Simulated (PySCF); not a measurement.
# UHF on Os (osmium, neutral)

Configuration: [Xe] 4f14 5d7 6s1, high-spin 5F determinant (an excited configuration). All numbers are calculated (PySCF 2.14, scalar relativity through the core potential, in aug-cc-pVTZ-PP with one added diffuse shell each of s, p, d, f, g type with ECP60MDF (7s7p6d4f3g, 113 functions)).

```json
{"Total energy": "-90.045574 hartree", "One-electron energy": "-156.5433 hartree", "Hartree (Coulomb) energy": "75.3429 hartree", "Exchange energy": "-8.8452 hartree", "⟨S²⟩": "6.0057", "⟨L²⟩": "12.054", "Sum of ⟨r⟩": "25.60 bohr", "Sum of ⟨r²⟩": "53.04 bohr²"}
```

```csv
shell,electrons,mean orbital energy (eV),spread (eV),"rms radius, mean of both spins (bohr)"
5s α,1,-106.34,0,1.10
5s β,1,-102.58,0,1.10
5p α,3,-62.121,0,1.27
5p β,3,-56.842,0,1.27
5d α,5,-10.304,0.985,2.04
6s α,1,-7.960,0,3.42
5d β,2,-7.739,0,2.04
```

Energies and moments cover only the electrons outside the core potential. Spin-orbit coupling, absent here, splits the open shell strongly.
